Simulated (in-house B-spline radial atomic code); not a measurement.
A run on an ion of nuclear charge 1 with 1.5 electrons that did not converge. Method: non-relativistic PW91, spin-polarised, spherical fractional occupations, point nucleus; computed with a B-spline radial code for spherical atoms.

Command:
```bash
python run_scf.py task.json out
```
Settings:
```
Z                1
configuration    1s1.5
hamiltonian      nr
method           pw91,pw91
spin_polarised   True
```

First and last ten iterations of the last attempt (damped for 15 steps, keeping 80 % of the old Fock matrix, then DIIS):
```
 iter        energy (Eh)    residual
    1          -0.508298    1.45e-02
    2          -0.460912    2.01e-02
    3          -0.485186    1.35e-02
    4          -0.494517    9.81e-03
    5          -0.498851    7.19e-03
    6          -0.501051    5.38e-03
    7          -0.502231    4.13e-03
    8          -0.502890    3.17e-03
    9          -0.503271    2.44e-03
   10          -0.503500    1.88e-03
  111          -0.504927    3.38e-04
  112          -0.504927    3.81e-04
  113          -0.504815    3.89e-04
  114          -0.504773    4.77e-04
  115          -0.504787    5.85e-04
  116          -0.504821    5.51e-04
  117          -0.504893    6.23e-04
  118          -0.504902    7.29e-04
  119          -0.505047    6.21e-04
  120          -0.505078    8.20e-04
 not converged after 120 iterations
```

The smallest residual met was 2.2e-04; the threshold is about 1e-07. No energy from this run should be used. The likely cause: this method binds the added charge weakly or not at all at the basis-set limit, so charge moves back and forth between the atom and the box. Cost of the run: 0.4 s on 1 thread of Arm Neoverse V1, with other jobs on the host.
